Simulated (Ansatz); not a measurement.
C4H10Si can be A, `C[Si]1(C)CC1`, or B, `C[SiH]1CCC1`.

Program: Ansatz. Geometries: PBE0-D4/def2-TZVP. ΔE: electronic, gas phase. CCSD(T)/CBS is the MP2 limit (def2-TZVPP, def2-QZVPP) plus CCSD(T) − MP2 in def2-TZVPP, frozen cores. Functionals use def2-TZVPP. B3LYP here is the variant with VWN-RPA as its local correlation; programs differ in this.

Q: Which isomer does CCSD(T)/CBS put lower? Give the gap. (Estimate.)

A: Ansatz gave: B, by 4.5 kcal/mol.

Q: Give E(B) − E(A) in kcal/mol with B3LYP, HF/def2-TZVPP, PBE-D4, B3LYP-D4, CCSD/def2-TZVPP, MP2/def2-TZVPP, B2PLYP. (Best estimate.)

A: Ansatz gave: B3LYP -3.0, HF/def2-TZVPP -6.1, PBE-D4 -3.1, B3LYP-D4 -3.4, CCSD/def2-TZVPP -5.1, MP2/def2-TZVPP -4.4, B2PLYP -3.7. None reverses the order clearly.

Largest T1 diagnostic: 0.010.

From PBE to PBE0 (25 % exact exchange), in def2-TZVPP and without D4, E(B) − E(A) moves by −1.2 kcal/mol. In def2-TZVPP, CCSD(T) changes the Hartree–Fock value by +1.4 kcal/mol (the triples alone add +0.3 kcal/mol) and MP2 by +1.7 kcal/mol.
